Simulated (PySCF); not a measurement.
Compound: H2Se3.
Bonds: Se1–Se2, Se2–Se3. Hydrogens: H4 on Se1; H5 on Se3.

A linear-response calculation (PySCF, def2-SVPD basis, gas phase, vertical, core orbitals frozen in the response) gave these numbers; the functional is withheld.

Orbital energies (eV): HOMO-3 -9.45, HOMO-2 -7.21, HOMO-1 -7.05, HOMO -6.86, LUMO -2.39, LUMO+1 -1.70, LUMO+2 -0.74.

```csv
state,E (eV),f,"main configurations (H = HOMO, L = LUMO)"
S1,3.57,0.012,"H→L (60%), H-1→L (36%)"
S2,3.67,0.022,"H-1→L (63%), H→L (30%)"
S3,3.84,0.0071,H-2→L (92%)
S4,4.17,0.0028,"H→L+1 (83%), H-1→L+1 (11%)"
S5,4.21,0.0000,"H-1→L+1 (88%), H→L+1 (10%)"
S6,4.93,0.100,"H-2→L+1 (76%), H→L+2 (10%)"
```

Triplets, Tamm–Dancoff:

```json
{"state": "T1", "E (eV)": "2.97", "λ (nm)": "417.0", "main configurations (H = HOMO, L = LUMO)": "H→L (94%)"}
{"state": "T2", "E (eV)": "3.04", "λ (nm)": "407.9", "main configurations (H = HOMO, L = LUMO)": "H-1→L (98%)"}
{"state": "T3", "E (eV)": "3.30", "λ (nm)": "375.2", "main configurations (H = HOMO, L = LUMO)": "H-2→L (85%), H→L+1 (13%)"}
{"state": "T4", "E (eV)": "3.70", "λ (nm)": "335.3", "main configurations (H = HOMO, L = LUMO)": "H-1→L+1 (97%)"}
```

Vertical ionisation energy by ΔSCF with the same functional: 8.98 eV. Mean static polarisability: 92.7 au.

**Question.** Name the functional.
A. HF
B. PBE
C. wB97X-D
D. B3LYP

**Answer.** D. B3LYP is a global hybrid with 20% exact exchange. In this run −ε(HOMO) = 6.86 eV differs from the ΔSCF value by -2.12 eV, and S1 differs from the orbital gap of 4.47 eV by -0.90 eV. The ratio −ε(HOMO)/IP is 0.76. Usual ranges for neutral molecules in this basis: 0.67 to 0.83 with B3LYP, 0.5 to 0.7 with PBE, 0.89 to 0.99 with wB97X-D; Hartree–Fock can't fall below 1, since the ion's relaxation only lowers the ΔSCF value.

Method: TDDFT B3LYP/def2-SVPD, vertical, gas phase, core orbitals frozen in the response in PySCF. One conformer (not necessarily the lowest) at the PBE0-D3(BJ)/def2-SVP geometry, without solvent, vibrations or thermal averaging. Relativistic effects, spin–orbit coupling among them, are left out although an element past zinc is present.
